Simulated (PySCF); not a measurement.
Ground-state electric properties of a mixed set of molecules.

All values: CAM-B3LYP/def2-SVPD (PySCF) at GFN2-xTB geometries, gas phase, one conformer each. Core orbitals are frozen in the response; Δα² is half the sum of the squared differences of the principal polarisabilities.

Problem. Rank by dipole moment, highest first.
A. `[CH3:1][NH:2][Si@@:3]([CH3:4])([F:5])[SiH3:6]` with C1–N2–Si3–C4 -38°
B. `[CH3:1][Si@H:2]([CH2:3][F:4])[SiH2:5][NH2:6]` with C1–Si2–C3–F4 -72°, C1–Si2–Si5–N6 -68°, Si2–Si5–N6–H -49° and 173°
C. `[OH:1][SiH2:2][C@H:3]([F:4])[CH2:5][F:6]` with H–O1–Si2–C3 54°, O1–Si2–C3–F4 -68°, Si2–C3–C5–F6 30°
D. `[CH3:1][CH2:2][O:3][SiH:4]([F:5])[F:6]` with C1–C2–O3–Si4 -136°, C2–O3–Si4–F5 57°

Solution. D (3.05 D), B (2.31 D), A (1.98 D), C (1.65 D).

Problem. Rank by HOMO energy, lowest first.
A. `C[SiH2]C[Si@H](N)F`
B. `O(CC)[SiH](F)F`
C. `O[SiH2][C@H](F)CF`
D. `C[Si@H](CF)[SiH2]N`
E. `CN[Si@@](C)(F)[SiH3]`
F. `CN[Si@H](C)[SiH2]F`

Solution. B (-10.50 eV), C (-9.84 eV), A (-9.13 eV), D (-8.74 eV), E (-8.60 eV), F (-8.22 eV).

All values together:

| SMILES | formula | μ (D) | HOMO (eV) | LUMO (eV) | α (Å³) | Δα (Å³) | electrons | α per electron (Å³) |
| --- | --- | --- | --- | --- | --- | --- | --- | --- |
| C[Si@H](CF)[SiH2]N | C2H10FNSi2 | 2.31 | -8.74 | 0.57 | 13.20 | 2.42 | 66 | 0.200 |
| CCO[SiH](F)F | C2H6F2OSi | 3.05 | -10.50 | 1.10 | 7.64 | 1.77 | 58 | 0.132 |
| CN[Si@@](C)(F)[SiH3] | C2H10FNSi2 | 1.98 | -8.60 | 0.99 | 12.89 | 3.49 | 66 | 0.195 |
| C[SiH2]C[Si@H](N)F | C2H10FNSi2 | 1.99 | -9.13 | 1.04 | 12.37 | 2.16 | 66 | 0.187 |
| O[SiH2][C@H](F)CF | C2H6F2OSi | 1.65 | -9.84 | 0.76 | 8.22 | 1.22 | 58 | 0.142 |
| CN[Si@H](C)[SiH2]F | C2H10FNSi2 | 2.95 | -8.22 | 0.30 | 12.76 | 2.22 | 66 | 0.193 |

Conformers: `[CH3:1][Si@H:2]([CH2:3][F:4])[SiH2:5][NH2:6]` with C1–Si2–C3–F4 -72°, C1–Si2–Si5–N6 -68°, Si2–Si5–N6–H -49° and 173°; `[CH3:1][CH2:2][O:3][SiH:4]([F:5])[F:6]` with C1–C2–O3–Si4 -136°, C2–O3–Si4–F5 57°; `[CH3:1][NH:2][Si@@:3]([CH3:4])([F:5])[SiH3:6]` with C1–N2–Si3–C4 -38°; `[CH3:1][SiH2:2][CH2:3][Si@H:4]([NH2:5])[F:6]` with C1–Si2–C3–Si4 65°, Si2–C3–Si4–N5 61°, C3–Si4–N5–H 54° and -165°; `[OH:1][SiH2:2][C@H:3]([F:4])[CH2:5][F:6]` with H–O1–Si2–C3 54°, O1–Si2–C3–F4 -68°, Si2–C3–C5–F6 30°; `[CH3:1][NH:2][Si@H:3]([CH3:4])[SiH2:5][F:6]` with C1–N2–Si3–C4 177°, N2–Si3–Si5–F6 179°.
